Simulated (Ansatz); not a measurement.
Ansatz (an electronic-structure program) input (CCSD(T,core; 1s of Na to Cl frozen)/cc-pwCVTZ):
A basis named .json is the Basis Set Exchange file of that set.

Ansatz 0.2 input:
```yaml
crystal:
  periodic: [false, false, false]
  atoms:
    - {symbol: C, position_ang: [1.20993766, 1.55704865, -0.02012093]}
    - {symbol: C, position_ang: [0.47027911, 0.60519436, -0.00782061]}
    - {symbol: Si, position_ang: [-0.64956681, -0.83591672, 0.01080212]}
    - {symbol: H, position_ang: [1.86266867, 2.39703733, -0.03097566]}
    - {symbol: H, position_ang: [-0.02736337, -1.92954694, 0.78731950]}
    - {symbol: H, position_ang: [-0.89001830, -1.28716499, -1.37653400]}
    - {symbol: H, position_ang: [-1.93265227, -0.45094935, 0.63660977]}
basis:
  gaussian:
    orbitals: cc-pwCVTZ.json
magnetization: {spin_polarized: false}
correlation: {method: ccsd_t, frozen_orbitals: {C: 0, H: 0, Si: 1}}
```

Output:

```
Functional definition: HF
integrals: 0.82 GiB planned
1162 factors; integrals over basis functions are off by at most 8.6e-4 eV
1.22 GiB of device memory are held for the factors and their scratch space
mean field: 0.71 GiB planned
mean field evaluation 1: about -9983.9559 eV, gradient 2.6e1 eV
mean field evaluation 2: about -9983.9600 eV, gradient 2.6e1 eV
mean field evaluation 4: about -9986.0546 eV, gradient 2.6e0 eV
mean field evaluation 8: about -9986.0822 eV, gradient 2.4e-1 eV
mean field evaluation 16: about -9986.0786 eV, gradient 4.7e-1 eV
mean field -9986.08238088 eV, -366.9817586876 hartree, gradient 2.9e-6 eV, S^2 0.000000; 0 other end points of the search recorded, 0 dependent functions left out
1 core orbitals not correlated
reference -9986.08238088 eV, -366.9817586876 hartree; 14, 14 occupied and 186, 186 virtual orbitals, 1162 factors
second order -21.26457980 eV of doubles, -0.00000000 eV of singles
coupled cluster: 6.77 GiB planned
cycle   1  -21.63723589 eV  change   -3.7e-1 eV  update   9.4e-2
cycle   2  -22.10775340 eV  change   -4.7e-1 eV  update   2.9e-2
cycle   3  -22.19519748 eV  change   -8.7e-2 eV  update   1.3e-2
cycle   4  -22.19207950 eV  change    3.1e-3 eV  update   3.5e-3
cycle   5  -22.19389611 eV  change   -1.8e-3 eV  update   1.1e-3
cycle   6  -22.19460286 eV  change   -7.1e-4 eV  update   2.9e-4
cycle   7  -22.19466531 eV  change   -6.2e-5 eV  update   8.4e-5
cycle   8  -22.19467916 eV  change   -1.4e-5 eV  update   2.2e-5
perturbative correction -0.69813553 eV, -0.0256560075 hartree
Total energy: -10008.97519557 eV, -367.8230541100 hartree
```
